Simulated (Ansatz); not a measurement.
Pulling on the O4–H5 bond in H3OSb (SMILES [OH][SbH2]) (multiplicity 1 held, fragments rigid). Energies count from the point at 0.963 Å.
Geometry at that point (charge 0, multiplicity 1):
```xyz
5

Sb    -0.140    -0.189     0.173
H     -1.579    -0.001    -0.749
H      0.346    -1.501    -0.826
O      0.877     1.170    -0.871
H      1.355     1.753    -0.272
```

Unrestricted levels (U-) break spin symmetry where that is lower. Active spaces are followed from a long bond inwards. Levels need not reach the same state.

Cores are frozen in the correlated methods. Filled d and f shells under p-block atoms count as core.

Run with Ansatz (an electronic-structure program).  In def2 rows elements past Kr take small-core potentials, without spin–orbit coupling.

Energies in eV.

| R (Å) | U-HF/def2-SVP | U-CCSD/def2-SVP | SC-NEVPT2 on CASSCF(4,3)/def2-SVP | FIC-MRCISD+Q on CASSCF(4,3)/def2-SVP |
|---|---|---|---|---|
| 0.770 | 1.43 | 1.63 | 1.77 | 1.64 |
| 0.866 | 0.22 | 0.32 | 0.39 | 0.32 |
| 0.963 | 0.00 | 0.00 | 0.00 | 0.00 |
| 1.059 | 0.30 | 0.20 | 0.16 | 0.19 |
| 1.155 | 0.86 | 0.65 | 0.59 | 0.63 |
| 1.300 | 1.88 | 1.51 | 1.43 | 1.47 |
| 1.444 | 2.78 | 2.38 | 2.30 | 2.30 |
| 1.685 | 3.35 | 3.62 | 3.49 | 3.42 |
| 1.926 | 3.50 | 4.36 | 4.25 | 4.10 |
| 2.214 | 3.54 | 4.66 | 4.71 | 4.51 |
| 2.599 | 3.55 | 4.73 | 4.92 | 4.69 |
| 3.081 | 3.55 | 4.74 | 4.99 | 4.75 |

Doubts at one or more of the structures used: a spin-contaminated determinant (U-HF/def2-SVP, U-CCSD/def2-SVP); T1 above 0.05 (U-CCSD/def2-SVP); active orbitals that take no part (SC-NEVPT2 on CASSCF(4,3)/def2-SVP, FIC-MRCISD+Q on CASSCF(4,3)/def2-SVP).
